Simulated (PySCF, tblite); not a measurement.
One entry of a table of gas-phase calculations, keyed by method. Lists by class give the value and the number of equivalent atoms.

```json
{
 "formula": "C7H3O3S",
 "smiles": "O=C([O-])c1coc2ccsc12",
 "charge": -1,
 "multiplicity": 1,
 "geometry_level": "GFN2-xTB",
 "electronic_structure_code": "PySCF",
 "results": {
  "GFN2-xTB geometry": {
   "point_group": "Cs",
   "rotational_constants_GHz": [1.865, 0.839, 0.579]
  },
  "PBE0/pcSseg-1 ground state and GIAO shieldings, non-relativistic": {
   "homo_eV": -1.79,
   "lumo_eV": 2.8,
   "shift_vs_computed_TMS_C_by_class_ppm": [
    [161.6, 1],
    [160.3, 1],
    [152.0, 1],
    [141.5, 1],
    [138.8, 1],
    [126.7, 1],
    [111.3, 1]
   ],
   "shift_vs_computed_TMS_H_by_class_ppm": [
    [7.51, 1],
    [6.59, 1],
    [6.49, 1]
   ],
   "shielding_other_nuclei_by_class_ppm": [
    ["O", 1.4, 2],
    ["O", 85.5, 1],
    ["S", 355.6, 1]
   ]
  },
  "GFN2-xTB harmonic vibrations, gas phase": {
   "strongest_ir_bands_cm-1_km_per_mol_modes": [
    [725.2, 210.4, 1],
    [747.9, 58.3, 2],
    [1026.8, 74.0, 1],
    [1275.7, 436.2, 1],
    [1500.8, 79.7, 1],
    [1787.9, 535.1, 1]
   ],
   "zpe_kcal_per_mol": 51.9
  }
 }
}
```

The zero-point energy, half the sum of the 36 harmonic wavenumbers, equals 18170 cm⁻¹ or 217 kJ/mol. The rotational constants make it an asymmetric top with κ = (2B − A − C)/(A − C) = -0.60, nearer the prolate limit (−1). With B = h/(8π²I), that is 505.379 GHz u Å² over I, the principal moments of inertia are 270.9, 602.7 and 873.6 u Å² (most abundant isotopes).

Geometry: GFN2-xTB; no solvent or vibrations. NMR classes are plain means over equivalent atoms (diastereotopic ones count apart unless rotation or inversion swaps them), as if these changed places fast; in this geometry the members of some classes differ. No diffuse functions stand in pcSseg-1, which bears on an anion's orbital energies.

The values belong to the conformer `[O:1]=[C:2]([O-:3])[c:4]1[cH:5][o:6][c:7]2[cH:8][cH:9][s:10][c:11]12`: O1–C2–C4–C5 180°.
